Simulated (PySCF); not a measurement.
C₄F₅, doublet, geometry from GFN2-xTB; PBE/STO-3G (PySCF).

PySCF was given this input:
```python
from pyscf import gto, scf, dft

mol = gto.M(
    atom='''
F     2.564853    0.598062   -1.460759
C     1.420830    0.475698   -0.855755
C     0.819680   -0.515782   -0.238937
F     1.398897   -1.744469   -0.129173
C    -0.497094   -0.431618    0.384888
F    -0.941407   -1.550402    0.965212
C    -1.261903    0.664850    0.409497
F    -2.450535    0.758715    0.966846
F    -0.892816    1.809328   -0.141922
''',
    basis='sto-3g',
    charge=0,
    spin=1,
    verbose=4,
)

mf = dft.UKS(mol)
mf.xc = 'pbe'
mf.kernel()
```

It wrote (shortened):

```
PySCF version 2.14.0

[INPUT] verbose = 4
[INPUT] num. atoms = 9
[INPUT] num. electrons = 69
[INPUT] charge = 0
[INPUT] spin (= nelec alpha-beta = 2S) = 1
[INPUT] symmetry False subgroup None
[INPUT] Mole.unit = angstrom
[INPUT] Symbol           X                Y                Z      unit          X                Y                Z       unit  Magmom
[INPUT]  1 F      2.564853000000   0.598062000000  -1.460759000000 AA    4.846869719769   1.130173385510  -2.760434443994 Bohr   0.0
[INPUT]  2 C      1.420830000000   0.475698000000  -0.855755000000 AA    2.684979569566   0.898938938003  -1.617142579727 Bohr   0.0
[INPUT]  3 C      0.819680000000  -0.515782000000  -0.238937000000 AA    1.548970709783  -0.974686719980  -0.451525491025 Bohr   0.0
[INPUT]  4 F      1.398897000000  -1.744469000000  -0.129173000000 AA    2.643532206476  -3.296568642794  -0.244101592688 Bohr   0.0
[INPUT]  5 C     -0.497094000000  -0.431618000000   0.384888000000 AA   -0.939371518165  -0.815639810433   0.727332908632 Bohr   0.0
[INPUT]  6 F     -0.941407000000  -1.550402000000   0.965212000000 AA   -1.779001401748  -2.929835162978   1.823986332144 Bohr   0.0
[INPUT]  7 C     -1.261903000000   0.664850000000   0.409497000000 AA   -2.384651065767   1.256384413917   0.773837178831 Bohr   0.0
[INPUT]  8 F     -2.450535000000   0.758715000000   0.966846000000 AA   -4.630840008661   1.433763556599   1.827074144631 Bohr   0.0
[INPUT]  9 F     -0.892816000000   1.809328000000  -0.141922000000 AA   -1.687177719630   3.419134389507  -0.268193711051 Bohr   0.0

nuclear repulsion = 446.404457339588
number of shells = 27
number of NR pGTOs = 135
number of NR cGTOs = 45
basis = sto-3g
ecp = {}

******** <class 'pyscf.dft.uks.UKS'> ********
method = UKS
initial guess = minao
damping factor = 0
level_shift factor = 0
DIIS = <class 'pyscf.scf.diis.CDIIS'>
diis_start_cycle = 1
diis_space = 8
diis_damp = 0
SCF conv_tol = 1e-09
SCF conv_tol_grad = None
SCF max_cycles = 50
direct_scf = True
direct_scf_tol = 1e-13
number electrons alpha = 35  beta = 34
XC library pyscf.dft.libxc version 7.1.2
    S. Lehtola, C. Steigemann, M. J. T. Oliveira, and M. A. L. Marques,  SoftwareX 7, 1–5 (2018)
XC functionals = pbe
    J. P. Perdew, K. Burke, and M. Ernzerhof,  Phys. Rev. Lett. 77, 3865 (1996)
    J. P. Perdew, K. Burke, and M. Ernzerhof,  Phys. Rev. Lett. 78, 1396 (1997)
    J. P. Perdew, K. Burke, and M. Ernzerhof,  Phys. Rev. Lett. 77, 3865 (1996)
    J. P. Perdew, K. Burke, and M. Ernzerhof,  Phys. Rev. Lett. 78, 1396 (1997)
radial grids:
    Treutler-Ahlrichs [JCP 102, 346 (1995); DOI:10.1063/1.469408] (M4) radial grids

becke partition: Becke, JCP 88, 2547 (1988); DOI:10.1063/1.454033
pruning grids: <function nwchem_prune>
grids dens level: 3
symmetrized grids: False
atomic radii adjust function: <function treutler_atomic_radii_adjust>
small_rho_cutoff = 0
Set gradient conv threshold to 3.16228e-05
tot grids = 127784
init E= -643.310890746716

cycle= 1 E= -641.539569091646  delta_E= 1.77  |g|= 0.474  |ddm|= 3.39
cycle= 2 E= -640.357671337809  delta_E= 1.18  |g|=  1.6  |ddm|= 2.35
cycle= 3 E= -641.59702157376  delta_E= -1.24  |g|= 0.377  |ddm|= 1.93
cycle= 4 E= -641.676117887663  delta_E= -0.0791  |g|= 0.157  |ddm|= 0.745
cycle= 5 E= -641.693869946268  delta_E= -0.0178  |g|= 0.0537  |ddm|= 0.281
cycle= 6 E= -641.695557050628  delta_E= -0.00169  |g|= 0.00765  |ddm|= 0.0704
cycle= 7 E= -641.695560138319  delta_E= -3.09e-06  |g|= 0.00743  |ddm|= 0.0305
cycle= 8 E= -641.695614013983  delta_E= -5.39e-05  |g|= 0.00243  |ddm|= 0.0189
cycle= 9 E= -641.695618932365  delta_E= -4.92e-06  |g|= 0.000799  |ddm|= 0.00524
cycle= 10 E= -641.69561977152  delta_E= -8.39e-07  |g|= 0.000579  |ddm|= 0.00372
cycle= 11 E= -641.695620221732  delta_E= -4.5e-07  |g|= 0.000146  |ddm|= 0.00213
cycle= 12 E= -641.695620235573  delta_E= -1.38e-08  |g|= 9.56e-05  |ddm|= 0.000405
cycle= 13 E= -641.695620241428  delta_E= -5.86e-09  |g|= 5.61e-05  |ddm|= 0.000225
cycle= 14 E= -641.695620241939  delta_E= -5.1e-10  |g|= 5.39e-05  |ddm|= 0.000157
cycle= 15 E= -641.695620243894  delta_E= -1.96e-09  |g|= 1.54e-05  |ddm|= 8.55e-05
cycle= 16 E= -641.695620244025  delta_E= -1.3e-10  |g|= 7.61e-06  |ddm|= 2.67e-05
Extra cycle  E= -641.695620243863  delta_E= 1.62e-10  |g|= 1.63e-05  |ddm|= 4.24e-05
converged SCF energy = -641.695620243863  <S^2> = 0.75791448  2S+1 = 2.0078989
```
